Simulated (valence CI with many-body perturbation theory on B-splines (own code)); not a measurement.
**Questions on Lu21+**

Computed by valence CI with perturbative core correlation (CI+MBPT): four valence electrons over a frozen Dirac-Fock core [Kr] 4d10, a basis of 7 s, 7 p, 7 d, 7 f, 4 g, 2 h functions for each j, with the one-electron correlation potential Σ1 (screened to all orders), the two-electron term Σ2, the three-electron term Σ3, Breit, model QED; selected single and double excitations, second order for the rest, scaled by the run's own slope (own B-spline code, finite nucleus).

No measured spectrum was set against this ion. As an estimate, terms of the open shell hold to a few per cent of their energy, and close levels can change places.

Names give the largest LS component (configuration and term), which can be under half, so a name can repeat, a term be missing and a line seem to break the LS rules; names also repeat where a configuration has a term twice.

Rates and lifetimes use the calculated energies. Strong lines usually hold to 10 to 20 %, long lifetimes can be off by a factor of two.

(1) What is the ground level?

(2) How well does LS coupling describe the low levels?

(3) How is the term ⁵I of the ground level split?

(4) Where does the other parity begin?

(5) Name the longest-lived excited levels whose lifetime is computed, and their main decay.

(6) What is the ionisation energy?

Results:

(1) 4f⁴ ⁵I_4, composition 87 % 4f⁴ ⁵I + 12 % 4f⁴ ³H, g = 0.626.

(2) Among the lowest 20 levels the leading LS term, summed over configurations, holds 64 % on average. For single configurations the figures are 64 % in LS and 62 % in jj coupling. Terms mix most in the J = 4 level at 37770 cm⁻¹, where the leading one holds 28 %.

(3) J = 4 at 0, J = 5 at 9464, J = 6 at 18180, J = 7 at 25892, J = 8 at 32777 cm⁻¹.

(4) At 4f³5s ⁵I°_4, 487720 cm⁻¹.

(5) 4f⁴ ⁵F_2 at 32078 cm⁻¹ lives 103 s, mostly by E2 to 4f⁴ ⁵I_4; 4f⁴ ⁵F_1 at 33843 cm⁻¹ lives 2.77 s, mostly by M1 to 4f⁴ ⁵F_2; 4f⁴ ⁵S_2 at 42285 cm⁻¹ lives 118 ms, mostly by M1 to 4f⁴ ⁵F_2.

(6) 578.41 eV; NIST lists 600 ± 30 eV (theoretical).
